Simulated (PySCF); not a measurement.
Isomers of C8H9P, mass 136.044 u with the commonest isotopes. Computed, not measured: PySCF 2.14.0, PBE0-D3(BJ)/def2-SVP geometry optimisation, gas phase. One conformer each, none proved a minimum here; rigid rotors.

Task: Order these by rotational constant C, smallest first.
A. `[cH:1]1[cH:2][cH:3][c:4]([CH:5]2[CH2:6][CH2:7]2)[p:8][cH:9]1` with C3–C4–C5–C6 -145°
B. `[CH2:1]=[CH:2][c:3]1[cH:4][cH:5][p:6][cH:7][c:8]1[CH3:9]` with C1–C2–C3–C4 -32°
C. `[cH:1]1[cH:2][c:3]([CH:4]2[CH2:5][CH2:6]2)[cH:7][cH:8][p:9]1` with C2–C3–C4–C5 -145°

Result: C (721.1 MHz), B (765.4 MHz), A (827.3 MHz).

Task: Order these by rotational constant B, largest first.
A. `[CH2:1]=[CH:2][c:3]1[cH:4][cH:5][c:6]([CH3:7])[cH:8][p:9]1` with C1–C2–C3–C4 3°
B. `[cH:1]1[cH:2][c:3]([CH:4]2[CH2:5][CH2:6]2)[cH:7][cH:8][p:9]1` with C2–C3–C4–C5 -145°
C. `[cH:1]1[cH:2][cH:3][c:4]([CH:5]2[CH2:6][CH2:7]2)[p:8][cH:9]1` with C3–C4–C5–C6 -145°
D. `[CH2:1]=[CH:2][c:3]1[cH:4][cH:5][p:6][cH:7][c:8]1[CH3:9]` with C1–C2–C3–C4 -32°

Result: D (1105 MHz), C (1034 MHz), A (935.2 MHz), B (828.3 MHz).

Task: Order these by dipole moment, smallest first.
A. `[CH2:1]=[CH:2][c:3]1[cH:4][cH:5][p:6][cH:7][c:8]1[CH3:9]` with C1–C2–C3–C4 -32°
B. `[cH:1]1[cH:2][cH:3][c:4]([CH:5]2[CH2:6][CH2:7]2)[p:8][cH:9]1` with C3–C4–C5–C6 -145°
C. `[cH:1]1[cH:2][c:3]([CH:4]2[CH2:5][CH2:6]2)[cH:7][cH:8][p:9]1` with C2–C3–C4–C5 -145°

Result: B (1.43 D), A (2.10 D), C (2.46 D).

```tsv
SMILES	point group	Ia (u·Å²)	Ib (u·Å²)	Ic (u·Å²)	κ	μa (D)	μb (D)	μc (D)
c1cc(C2CC2)ccp1	Cs	130.36	610.14	700.86	-0.93	2.44	0.34	0.00
C=Cc1ccpcc1C	C1	213.21	457.16	660.27	-0.58	2.05	0.44	0.09
c1ccc(C2CC2)pc1	Cs	161.82	488.56	610.87	-0.82	0.20	1.42	0.00
C=Cc1ccc(C)cp1	–	165.53	540.37	702.65	-0.81	1.21	1.60	0.07
```
